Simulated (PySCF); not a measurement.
C3H4FNSi, SMILES F[Si@H]1C=CC=N1. The structure is a stationary point at PBE-D3(BJ)/def2-SVP. The structure was generated by enumeration; whether it is a known compound was not checked.

Calculation: PBE-D3(BJ)/def2-SVP (PySCF).

Harmonic wavenumbers (cm⁻¹): 134, 219, 388, 440, 493, 630, 685, 704, 722, 803, 839, 901, 924, 936, 975, 1042, 1255, 1313, 1531, 1623, 2206, 2986, 3092, 3159. Rotational constants (GHz): 5.769, 2.668, 2.063; symmetry number 1.

### Question
Work out the zero-point energy and the ideal-gas rigid-rotor harmonic-oscillator thermochemistry at 298.15 K and 1 atm.

### Answer
ZPE = ½ Σ hcν = ½ × 28000 cm⁻¹ = 40.03 kcal/mol. H − E(el) = 44.22 kcal/mol. Entropy in cal/(mol K): translation 39.75, rotation 26.72, vibration 9.70, total 76.17. G − E(el) = 21.51 kcal/mol. Cp = 23.09 cal/(mol K). Modes under 150 cm⁻¹ make the vibrational entropy uncertain.
